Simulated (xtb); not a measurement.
dimethyl carbonate (C₃H₆O₃), singlet, at a GFN2-xTB geometry; xtb with GFN1-xTB.

xtb was given this input:
```
$ xtb mol.xyz --gfn 1 --etemp 1000 --json

# file mol.xyz
12

C      2.32517331     0.09994214     0.05033470
O      1.10482066    -0.54437804     0.39359877
C     -0.00225252     0.06041020    -0.03827659
O     -0.04037348     1.07614926    -0.67209545
O     -1.06015611    -0.65053184     0.35332550
C     -2.32406787    -0.12639913    -0.03399431
H      2.33572923     1.12457047     0.42682949
H      3.11149818    -0.48764306     0.51637074
H      2.45383247     0.12126973    -1.03361495
H     -3.06483642    -0.80965771     0.37240314
H     -2.40104093    -0.07929089    -1.12196490
H     -2.46262854     0.87711717     0.37296294
```

Question: Write the output that xtb gives for this input, abridged.

Answer: 
```
   ID    Z sym.   atoms
    1    6 C      1, 3, 6
    2    8 O      2, 4, 5
    3    1 H      7-12

           -------------------------------------------------
          |                Calculation Setup                |
           -------------------------------------------------

           -------------------------------------------------
          |                 G F N 1 - x T B                 |
           -------------------------------------------------

          ...................................................
          :                      SETUP                      :
          :.................................................:
          :  # basis functions                  36          :
          :  # atomic orbitals                  36          :
          :  # shells                           24          :
          :  # electrons                        36          :
          :  # halogen bonds                     0          :
          :  max. iterations                   250          :
          :  Hamiltonian                  GFN1-xTB          :
          :  restarted?                      false          :
          :  GBSA solvation                  false          :
          :  PC potential                    false          :
          :  electronic temp.         1000.0000000     K    :
          :  accuracy                    1.0000000          :
          :  -> integral cutoff          0.2500000E+02      :
          :  -> integral neglect         0.1000000E-07      :
          :  -> SCF convergence          0.1000000E-05 Eh   :
          :  -> wf. convergence          0.2000000E-04 e    :
          :  Broyden damping             0.4000000          :
          :  net charge                          0          :
          :  unpaired electrons                  0          :
          ...................................................

 iter      E             dE          RMSdq      gap      omega  full diag
   1    -23.7169425 -0.237169E+02  0.763E+00    8.70       0.0  T
   2    -23.8823355 -0.165393E+00  0.442E+00    6.57       1.0  T
   3    -23.8852440 -0.290846E-02  0.205E+00    7.37       1.0  T
   4    -23.8904965 -0.525247E-02  0.255E-01    6.89       1.0  T
   5    -23.8910865 -0.590008E-03  0.474E-02    7.04       1.0  T
   6    -23.8911161 -0.295803E-04  0.584E-03    7.01       4.9  T
   7    -23.8911164 -0.300659E-06  0.595E-04    7.01      48.5  T
   8    -23.8911164 -0.136847E-08  0.526E-04    7.01      54.8  T
[...]
         :: total energy             -23.707262303012 Eh    ::
[...]
             Fermi-level           -0.3613338 Eh           -9.8324 eV

  Mulliken/CM5 charges         n(s)   n(p)   n(d)
     1C     0.17276  0.05219   0.974  2.853  0.000
     2O    -0.40163 -0.48427   1.675  4.726  0.000
     3C     0.75754  0.84428   0.885  2.357  0.000
     4O    -0.55925 -0.60936   1.711  4.848  0.000
     5O    -0.40165 -0.48429   1.676  4.726  0.000
     6C     0.17279  0.05222   0.974  2.853  0.000
     7H     0.04399  0.10621   0.956  0.000  0.000
     8H     0.04292  0.10399   0.957  0.000  0.000
     9H     0.04282  0.10444   0.957  0.000  0.000
    10H     0.04292  0.10400   0.957  0.000  0.000
    11H     0.04323  0.10506   0.957  0.000  0.000
    12H     0.04354  0.10553   0.956  0.000  0.000

Wiberg/Mayer (AO) data.
largest (>0.10) Wiberg bond orders for each atom

 ---------------------------------------------------------------------------
     #   Z sym  total        # sym  WBO       # sym  WBO       # sym  WBO
 ---------------------------------------------------------------------------
     1   6 C    3.882 --     8 H    0.987     9 H    0.982     7 H    0.981
                             2 O    0.911
     2   8 O    2.188 --     3 C    1.081     1 C    0.911     4 O    0.119
     3   6 C    3.844 --     4 O    1.640     2 O    1.081     5 O    1.081
     4   8 O    1.922 --     3 C    1.640     2 O    0.119     5 O    0.119
     5   8 O    2.188 --     3 C    1.081     6 C    0.911     4 O    0.119
     6   6 C    3.882 --    10 H    0.987    11 H    0.981    12 H    0.981
                             5 O    0.911
     7   1 H    1.010 --     1 C    0.981
     8   1 H    1.014 --     1 C    0.987
     9   1 H    1.009 --     1 C    0.982
    10   1 H    1.014 --     6 C    0.987
    11   1 H    1.009 --     6 C    0.981
    12   1 H    1.010 --     6 C    0.981
 ---------------------------------------------------------------------------

Topologies differ in total number of bonds
Writing topology from bond orders to xtbtopo.mol

 dipole moment from electron density (au)
     X       Y       Z
   0.0062  -0.1561   0.0973  total (Debye):    0.468

           -------------------------------------------------
          | TOTAL ENERGY              -23.707262303012 Eh   |
          | GRADIENT NORM               0.010152370537 Eh/α |
          | HOMO-LUMO GAP               7.007674362237 eV   |
           -------------------------------------------------

normal termination of xtb
```
